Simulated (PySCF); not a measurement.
Compound: C8H16Si.
Cartesian coordinates in Å at the PBE0-D3(BJ)/def2-SVP level; atoms count from 1:
```
atom  x, y, z in Å
C1    -2.062    1.518    1.652
C2    -1.651    0.782    0.614
C3    -2.500   -0.284   -0.018
C4    -1.759   -1.622   -0.047
C5    -0.394   -1.483   -0.709
C6     0.470   -0.416   -0.035
C7     1.837   -0.291   -0.708
Si8    3.055    0.911    0.096
C9    -0.282    0.922    0.007
H10   -3.059    1.390    2.082
H11   -1.416    2.278    2.102
H12   -3.463   -0.376    0.507
H13   -2.727    0.015   -1.059
H14   -1.627   -1.979    0.989
H15   -2.364   -2.382   -0.566
H16    0.137   -2.449   -0.700
H17   -0.525   -1.211   -1.773
H18    0.628   -0.731    1.014
H19    2.329   -1.279   -0.734
H20    1.711    0.010   -1.765
H21    3.053    0.737    1.583
H22    4.437    0.644   -0.412
H23    2.725    2.339   -0.205
H24    0.298    1.680    0.557
H25   -0.384    1.291   -1.032
```

Level of theory: PBE0-D3(BJ)/def2-SVP geometry optimisation, gas phase in PySCF 2.14.0.

Masses are those of the commonest isotopes; rigid-rotor values at the optimised geometry. The values belong to one conformer with, in the numbering `[CH2:1]=[C:2]1[CH2:3][CH2:4][CH2:5][C@@H:6]([CH2:7][SiH3:8])[CH2:9]1`, C5–C6–C7–Si8 -176°, C1–C2–C3–C4 -125°, C2–C3–C4–C5 -54°, C3–C4–C5–C6 56°, C4–C5–C6–C7 180°.

Task: What are A, B and C (GHz)?

Result: Ia = 221.30, Ib = 630.45, Ic = 801.93 u·Å²; 505379 MHz·u·Å²/I gives 2284, 801.6 and 630.2 MHz, that is A = 2.2837, B = 0.8016, C = 0.6302 GHz.

Task: Classify the top.

Result: An asymmetric top. Ray's parameter κ = (2B − A − C)/(A − C) = -0.793; −1 is the prolate and +1 the oblate limit.

Task: What does the inertial defect say?

Result: Not planar: Δ = Ic − Ia − Ib = -49.82 u·Å². For a rigid frame Δ = −2 Σ m c², so Σ m c² = 24.91 u·Å² lies off the ab plane: 15.48 from hydrogen and 9.43 from heavier atoms. The atom farthest from that plane is 1.60 Å away.

Task: Where do the levels up to J = 4 lie, in MHz?

Result: Above 0(0,0):
J = 1: 1(0,1) 1432, 1(1,1) 2914, 1(1,0) 3085
J = 2: 2(0,2) 4281, 2(1,2) 5606, 2(1,1) 6120, 2(2,1) 10567, 2(2,0) 10581
J = 3: 3(0,3) 8521, 3(1,3) 9636, 3(1,2) 10664, 3(2,2) 14862, 3(2,1) 14932, 3(3,1) 22710, 3(3,0) 22710
J = 4: 4(0,4) 14114, 4(1,4) 14994, 4(1,3) 16704, 4(2,3) 20578, 4(2,2) 20783, 4(3,2) 28463, 4(3,1) 28468, 4(4,1) 39414, 4(4,0) 39414
The levels of one J sum to (2J + 1)J(J + 1)(A + B + C)/3.

Task: Predict some low-J microwave lines.

Result: The dipole components are |μa| = 0.54 D, |μb| = 1.10 D, |μc| = 0.21 D. The squared components, which scale the intensities, stand as 0.24 : 1.00 : 0.04 (a : b : c). Some lines, for components of 0.1 D or more:

| type | branch | J(Ka,Kc) | MHz | lower level (cm⁻¹) |
| --- | --- | --- | --- | --- |
| a | R | 1(0,1) ← 0(0,0) | 1432 | 0.000 |
| c | Q | 1(1,1) ← 1(0,1) | 1482 | 0.048 |
| b | Q | 2(1,1) ← 2(0,2) | 1839 | 0.143 |
| b | R | 4(1,3) ← 3(2,2) | 1841 | 0.496 |
| b | Q | 3(1,2) ← 3(0,3) | 2142 | 0.284 |
| b | R | 1(1,1) ← 0(0,0) | 2914 | 0.000 |
| a | R | 2(1,1) ← 1(1,0) | 3035 | 0.103 |
| c | Q | 4(2,3) ← 4(1,3) | 3875 | 0.557 |
| a | R | 4(3,1) ← 3(3,0) | 5758 | 0.758 |
| b | R | 3(3,0) ← 2(2,1) | 12144 | 0.352 |
| c | R | 4(3,1) ← 3(2,1) | 13536 | 0.498 |

Whether it is a minimum is left open (no frequencies). Constants of a rigid frame at the computed geometry: no zero-point averaging, no centrifugal distortion. A rigid rotor knows nothing of internal rotation, which can split or shift real lines.
